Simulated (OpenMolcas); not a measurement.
# S⁺: from CASSCF to CASPT2

| Quantity | Value |
| --- | --- |
| Program | OpenMolcas |
| Basis | ANO-R1 [4s3p1d] |
| Scalar Hamiltonian | X2C, finite nucleus |
| Active space | 5 electrons in 4 orbitals (3s 3p) |
| State averaging | 2S+1 = 4 odd, 1 root; 2S+1 = 2 odd, 8 roots; 2S+1 = 4 even, 3 roots; 2S+1 = 2 even, 6 roots |
| Spin-orbit coupling | state interaction with AMFI integrals over the reference wave functions, term energies averaged over their components |

Methods on the same reference wave functions:
A. CASSCF
B. SS-CASPT2, IPEA 0.25 Eh, imaginary shift 0.1 Eh (closed shells correlated: 2s 2p)

Energies in cm⁻¹ above 3s² 3p³ ⁴S°_3/2, the measured ground level; measured values from NIST Handbook of Basic Atomic Spectroscopic Data.

```csv
Level,A,B,Measured
3s² 3p³ ⁴S°_3/2,0.0,0.0,0.0
3s² 3p³ ²D°_3/2,19092,17270,14853
3s² 3p³ ²D°_5/2,19125,17300,14885
3s² 3p³ ²P°_1/2,26114,26360,24525
3s² 3p³ ²P°_3/2,26137,26370,24572
3s 3p⁴ ⁴P_5/2,86569,82640,79395
3s 3p⁴ ⁴P_3/2,86946,83010,79757
3s 3p⁴ ⁴P_1/2,87167,83230,79963
3s 3p⁴ ²D_3/2,124301,111390,97891
3s 3p⁴ ²D_5/2,124303,111390,97919
```

Deviations, from unrounded energies. A percentage is the sum of absolute deviations over the sum of measured energies, with the sign that they share, or ± where signs differ.

```
                        Against measurement  Levels      A      B
             mean absolute deviation (cm-1)       9   9600   5000
other terms of the ground configuration (%)       4  +14.8  +10.7
                   other configurations (%)       5  +17.1   +8.4
```

B lies closest to measurement on these levels. The largest miss of B in the table is 3s 3p⁴ ²D_3/2, by +13000 cm-1. The ranking rests on the paired levels alone, and a cruder setting can come out closer through cancelling errors.

From A to B the spin-free energies of the other terms of 3s² 3p³ shown, above ⁴S°, scale by factors of 0.90 to 1.01.

The lowest spin-free term lies below A's lowest term by 0.076 hartree in B.

CASPT2 does not keep the components of a term degenerate, so their means are used; among the terms shown or strongly mixed into the levels shown the widest spread is 900 cm-1 (3s 3p⁴ ²D, B). Over all roots computed the reference weight is 0.89 to 0.97 in B; the roots of lowest weight are the least certain, and an intruder state may touch them. Terms of s pⁿ other than that of highest spin mix with s² pⁿ⁻² d, which this space lacks; all of them can be thousands of cm-1 off, and some have no real level of that name. Without dynamic correlation excited terms often stand tens of per cent too high (terms of higher spin than the ground term too low), and those without a measured partner can miss by more than the paired ones (holds for A). Some terms miss by over 15 % even with CASPT2, which points to a basis or an active space too small for the shells correlated (holds for B). Measured partners are found by configuration, term and J. A level has none where our copy of the source lacks it or the pairing is in doubt (some pairs that miss far off the trend of their configuration count as doubtful), and it then counts in no deviation. Levels of configurations outside the active space are missing. The table leaves out levels that lie high or whose names do not pair safely across all columns.

° marks odd parity.
